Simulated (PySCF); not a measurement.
H8N3Si3, SMILES N1[SiH]N[SiH2]N[SiH2]1 (connectivity only; charge and spin as stated), charge +1, multiplicity 1.

Coordinates come from a ωB97X-D3(BJ)/def2-SVP optimisation. The spin state was assumed, not searched. The isomer is the one that the SMILES or the coordinates give; other isomers of the formula were not compared.

The numbers are results of ωB97X-D3(BJ)/def2-SVP in PySCF, not measurements.

Frequencies are harmonic and unscaled.

Computed harmonic wavenumbers and intensities:
```tsv
mode	ν (cm⁻¹)	IR (km/mol)	moving atoms (share of kinetic energy)
1	87	0.8	N 48 %, H 33 %, Si 19 %
2	116	3.7	H 50 %, Si 25 %, N 25 %
3	206	7.7	N 50 %, Si 30 %, H 20 %
4	285	8.5	N 44 %, Si 39 %, H 17 %
5	313	2.5	Si 53 %, N 40 %
6	329	70.5	H 71 %, N 26 %
7	495	2.6	H 87 %, N 12 %
8	511	35.4	H 72 %, Si 24 %
9	512	5.6	Si 57 %, H 26 %, N 17 %
10	606	9.5	H 45 %, Si 30 %, N 25 %
11	611	9.3	H 37 %, Si 34 %, N 29 %
12	624	0.0	H 66 %, Si 19 %, N 15 %
13	632	100.2	H 81 %, Si 12 %
14	668	58.1	N 44 %, H 38 %, Si 18 %
15	730	1.1	H 88 %
16	746	182.2	H 61 %, N 29 %, Si 10 %
17	809	34.0	H 58 %, N 32 %, Si 10 %
18	811	2.1	H 79 %, Si 11 %, N 9 %
19	859	34.4	H 75 %, N 15 %, Si 10 %
20	938	542.0	H 58 %, N 22 %, Si 20 %
21	958	100.8	H 68 %, N 23 %, Si 8 %
22	964	180.9	H 94 %
23	967	116.5	H 42 %, N 41 %, Si 17 %
24	991	22.4	H 81 %, N 10 %, Si 9 %
25	1097	78.0	H 58 %, Si 29 %, N 13 %
26	1184	35.2	H 52 %, N 42 %
27	1218	268.8	H 57 %, N 37 %
28	1221	472.0	H 52 %, N 40 %, Si 8 %
29	2314	39.8	H 97 %
30	2319	95.4	H 97 %
31	2337	63.7	H 96 %
32	2339	79.6	H 96 %
33	2348	12.6	H 96 %
34	3593	232.1	H 93 %
35	3594	57.5	H 93 %
36	3626	109.7	H 93 %
```
